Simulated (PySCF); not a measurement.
F₆Se, SMILES F[Se](F)(F)(F)(F)F.

Geometry optimised at B3LYP-D3(BJ)/def2-SVP.

All values below come from TDA-M06-2X/def2-SVPD in PySCF.

Vertical excitations; the highest root listed may be one member of a degenerate set.  State labels are in the subgroup D2h.

| state | symmetry | energy (eV) | λ (nm) | f | main pairs |
|---|---|---|---|---|---|
| S1 | B1g | 7.74 | 160 | 0.000 | HOMO−2→LUMO (degenerate set) |
| S2 | B2g | 7.74 | 160 | 0.000 | HOMO−1→LUMO (degenerate set) |
| S3 | B2u | 8.49 | 146 | 0.000 | HOMO−7→LUMO (degenerate set) |
| S4 | B1u | 8.49 | 146 | 0.000 | HOMO−8→LUMO (degenerate set) |
| S5 | B3u | 8.49 | 146 | 0.000 | HOMO−6→LUMO (degenerate set) |
| S6 | B3u | 8.88 | 140 | 0.085 | HOMO−3→LUMO (degenerate set) |
| S7 | B2u | 8.88 | 140 | 0.085 | HOMO−4→LUMO (degenerate set) |
| S8 | B1u | 8.88 | 140 | 0.085 | HOMO−5→LUMO (degenerate set) |
| S9 | B3g | 10.00 | 124 | 0.000 | HOMO−11→LUMO (degenerate set) |
| S10 | B2g | 10.00 | 124 | 0.000 | HOMO−12→LUMO (degenerate set) |
| T1 | B3g | 7.24 | 171 | 0 | HOMO→LUMO (degenerate set) |
| T2 | B1g | 7.24 | 171 | 0 | HOMO−2→LUMO (degenerate set) |
| T3 | B2g | 7.24 | 171 | 0 | HOMO−1→LUMO (degenerate set) |
| T4 | B3u | 7.95 | 156 | 0 | HOMO−3→LUMO 89 % |
Triplets are in the Tamm–Dancoff approximation.
